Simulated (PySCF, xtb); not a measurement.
B(Br)(NH2)2 (BBrH₄N₂), SMILES NB(N)Br. The values are those of a single conformer.

Harmonic wavenumbers (cm⁻¹) from xtb with GFN2-xTB at its own minimum, in rising order: 266, 290, 415, 419, 460, 498, 508, 516, 814, 892, 1171, 1418, 1531, 1538, 3516, 3519, 3553, 3557.

**Question.** What does PBE-D3(BJ)/def2-SVP run with PySCF 2.14.0 give at its own minimum? (The exact figures need the calculation; the answer reports its results.)

**Answer.** 273, 273, 303, 320, 346, 481, 516, 560, 815, 899, 1180, 1398, 1525, 1557, 3535, 3540, 3648, 3649. Paired by order, the mean absolute difference is 39 cm⁻¹ and the zero-point energies are 35.6 and 35.5 kcal/mol.
